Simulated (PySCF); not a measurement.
CH3F3Sn, SMILES F[C](F)([SnH3])F.

Geometry: B3LYP-D3(BJ)/def2-SVP. The structure was generated by enumeration; whether it is a known compound was not checked. The def2 effective core potentials stand for the cores of Sn; spin–orbit coupling is left out.

All values below come from PBE/def2-TZVP (PySCF).

Symmetry labels are those of the subgroup Cs that the program uses (full group C3v).

Computed valence orbital energies around the gap with their symmetry:
```
orbital  symmetry  energy (eV)
-------  --------  -----------
HOMO−7         A"       -11.12
HOMO−6         A'       -11.12
HOMO−5         A'       -10.19
HOMO−4         A"       -10.19
HOMO−3         A"        -9.55
HOMO−2         A"        -8.39
HOMO−1         A'        -8.39
HOMO           A'        -7.42
LUMO           A'        -1.05
LUMO+1         A'        -0.77
LUMO+2         A"        -0.17
LUMO+3         A'        -0.17
```
